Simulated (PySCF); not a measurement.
A side-by-side comparison of computed properties.

First species: C3H8O3S.
SMILES: `CCCS(=O)(=O)O`

Second species: C6H11F3.
Z-matrix (Å and degrees, GFN2-xTB geometry), rows numbered from 1:
```
C 
C   1  1.5286
C   2  1.5276  1  110.49
F   3  1.3763  2  111.94  1    64.80
C   2  1.5440  1  111.54  3   127.34
C   5  1.5243  2  115.12  1   -49.49
F   5  1.3989  2  105.84  1    68.22
C   5  1.5338  2  112.62  1  -175.59
F   8  1.3723  5  112.37  2   -36.43
H   1  1.0870  2  110.56  3   -54.57
H   1  1.0867  2  110.31  3  -175.53
H   1  1.0873  2  109.81  3    65.05
H   2  1.0959  1  108.86  3  -116.23
H   3  1.0943  2  109.75  1   -53.00
H   3  1.0924  2  112.42  1  -175.08
H   6  1.0877  5  109.67  2  -174.46
H   6  1.0841  5  110.68  2   -53.91
H   6  1.0857  5  109.64  2    66.75
H   8  1.0940  5  109.49  2  -154.97
H   8  1.0934  5  110.57  2    83.27
```

Levels: PBE0/pcSseg-1 for dipole moment, HOMO energy, LUMO energy and HOMO–LUMO gap; GFN2-xTB for rotational constant A and rotational constant C. Geometries: GFN2-xTB. All species are isolated and taken at one optimised geometry, non-relativistic unless stated; the electronic structure was computed with PySCF and density fitting.

The conformers computed, where there is a choice (atom-mapped SMILES and torsion angles):
- `[CH3:1][CH2:2][CH2:3][S:4](=[O:5])(=[O:6])[OH:7]`: C1–C2–C3–S4 72°, C2–C3–S4–O5 -82°, H–O7–S4–C3 -133°
- `[CH3:1][C@@H:2]([CH2:3][F:4])[C@@:5]([CH3:6])([F:7])[CH2:8][F:9]`: C1–C2–C3–F4 65°, C1–C2–C5–C6 -49°, C2–C5–C8–F9 -36°

Values for the first species:

* Dipole moment: 3.27 D
* HOMO energy: -8.82 eV
* LUMO energy: 0.91 eV
* HOMO–LUMO gap: 9.73 eV
* Rotational constant A: 3.956 GHz
* Rotational constant C: 1.553 GHz

Q: Estimate the same properties for the second species, and the change in each.

A: 
```csv
property,first,second,second less first
dipole moment,3.27 D,0.88 D,-2.39 D
HOMO energy,-8.82 eV,-8.92 eV,-0.10 eV
LUMO energy,0.91 eV,1.43 eV,+0.52 eV
HOMO–LUMO gap,9.73 eV,10.35 eV,+0.62 eV
rotational constant A,3.956 GHz,1.804 GHz,-2.152 GHz
rotational constant C,1.553 GHz,1.116 GHz,-0.437 GHz
```

On the first: The dipole matches unit charges of opposite sign 0.68 Å apart (1 e·Å = 4.8032 D).

On the second: A dipole of 0.88 D is allowed in C1, and pure rotational transitions are dipole-allowed. The dipole matches unit charges of opposite sign 0.18 Å apart (1 e·Å = 4.8032 D).
